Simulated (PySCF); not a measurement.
Isomers of C2H6OS. All species are isolated molecules in the gas phase. One relaxed conformer stands for each flexible species; it need not be the lowest. Strings in code marks are SMILES.

Calculation: PBE-D3(BJ)/def2-TZVP // PBE0-D3(BJ)/def2-TZVP in PySCF. Excitations are Tamm–Dancoff values on a coarser integration grid. The basis has no diffuse functions, so Rydberg states are missing or too high.

```
species                                                   S1–T1 gap (TDA) (eV)  HOMO–LUMO gap (eV)  S1 excitation (TDA) (eV)  S1 oscillator strength
--------------------------------------------------------  --------------------  ------------------  ------------------------  ----------------------
`OCSC` (C–S–C–O torsion -65°, S–C–O–H torsion -54°)                       0.50                5.32                      5.50                   0.008
`COCS` (C–O–C–S torsion -69°, O–C–S–H torsion -68°)                       0.47                5.43                      5.59                   0.003
`S[C@@H](C)O` (S–C–O–H torsion 47°, O–C–S–H torsion 66°)                  0.46                5.23                      5.39                   0.006
```
